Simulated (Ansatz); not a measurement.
Basis-set extrapolation for CHAlOS (PBE0-D4/def2-TZVP geometry, frozen core, Ansatz). Multiplicity 1, RHF reference.

|  | def2-TZVPP | def2-QZVPP |
| --- | --- | --- |
| HF | -752.846668 | -752.869473 |
| MP2 correlation | -0.608994 | -0.657867 |
| CCSD(T) correlation | -0.662886 | not run |

Energies in hartree. Use E(X) = E(∞) + A·exp(−7.88·√X) for Hartree–Fock and E(X) = E(∞) + B·X^(−2.97) for correlation, with X = 3 and 4, and add CCSD(T) minus MP2 of the smaller set to the MP2 limit.

**Question.** What is the CCSD(T) energy at the basis-set limit?

**Answer.** HF limit: -752.869473 + (-0.022805) × 0.13774 = -752.87261. MP2 limit: -0.657867 + (-0.048873) × 0.74074 = -0.69407. Higher-order term: -0.662886 − (-0.608994) = -0.05389. Total: -753.62057 hartree, 3.02 eV below CCSD(T)/def2-TZVPP.
